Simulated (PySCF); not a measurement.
# A search over the determinants of GeSe

Unrestricted PBE0; Ge x2c-TZVPPall, Se x2c-TZVPPall; spin-free X2C with a Gaussian nucleus (PySCF 2.14). Outer shells of the fragments: Ge 3d10 4s2 4p2; Se 3d10 4s2 4p4.

Followed along the bond (rough minima from three points):

```csv
2Ms+1,unpaired,⟨S²⟩ at the start,R at minimum (Å),Te (eV)
1,none,0.00,2.14,0.00
3,π ↑↑,2.01,none in the scan,≤ 2.34
5,"σ ↑, π ↑↑↑",6.01,none in the scan,≤ 4.88
```

Solutions found at the starting distance of 2.275 Å, counted from the lowest of them; the search is not exhaustive and high or unbound solutions are not listed, so other states can lie among these:

```json
{"2Ms+1": "1", "unpaired": "none", "term": "¹Σ⁺", "E (eV)": "0.00", "⟨S²⟩": "0.00", "⟨Lz²⟩": "0.00", "μ (D)": "-2.52"}
{"2Ms+1": "3", "unpaired": "π ↑↑", "term": "mixed", "E (eV)": "2.21", "⟨S²⟩": "2.01", "⟨Lz²⟩": "2.01", "μ (D)": "-0.22"}
{"2Ms+1": "3", "unpaired": "π ↑↑", "term": "mixed", "E (eV)": "2.53", "⟨S²⟩": "2.01", "⟨Lz²⟩": "2.01", "μ (D)": "-0.44"}
{"2Ms+1": "1", "unpaired": "π ↑↓", "term": "mixed", "E (eV)": "2.59", "⟨S²⟩": "1.01", "⟨Lz²⟩": "2.02", "μ (D)": "-0.51"}
{"2Ms+1": "3", "unpaired": "σ ↑, π ↑", "term": "³Π", "E (eV)": "2.78", "⟨S²⟩": "2.01", "⟨Lz²⟩": "1.01", "μ (D)": "-1.78"}
{"2Ms+1": "1", "unpaired": "σ ↓, π ↑", "term": "mixed", "E (eV)": "3.03", "⟨S²⟩": "1.02", "⟨Lz²⟩": "1.01", "μ (D)": "-1.65"}
```

A term symbol is given only where ⟨S²⟩ and ⟨Lz²⟩ are close to those of a pure state; real π, δ and φ orbitals otherwise mix terms. A positive dipole means Ge(−)Se(+).

The measured ground state is X ¹Σ+ (Huber and Herzberg, Constants of Diatomic Molecules (1979)).

Counting both spins, an empty level lies below a filled one in some of these solutions, because spin and occupation are held.
